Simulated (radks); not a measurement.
Values are calculated unless marked as measured or tabulated.
Task: These are the eigenvalues of the occupied orbitals of an atom or ion with whole-number occupations (hartree). Level of theory: Dirac Kohn-Sham, PBE, spin-unpolarised, spherical densities, point nucleus (a radial shooting solver on a logarithmic mesh with Libxc functionals).

orbital  eigenvalue
1s1/2     -376.1440
2s1/2     -46.67554
2p1/2     -41.35264
2p3/2     -40.33632
3s1/2      -5.74614
3p1/2      -4.02615
3p3/2      -3.89295
3d3/2      -1.01782
3d5/2      -1.00083
4s1/2      -0.60013

Which element is it, and in what charge state? The configuration may be excited. Open shells, if any, are shared by 2j + 1.

Result: Z = 31, gallium, charge +1: Ga+ in [Ar] 3d10 4s2. The list shows which subshells hold electrons but not how many an open one holds; the 1s level, -376.14 hartree, gives Z - s = 27.4 by -(Z - s)^2/2, which with screening and relativity narrows Z to a few neighbours, and the depths of the outer levels then fix element, charge and occupations together.
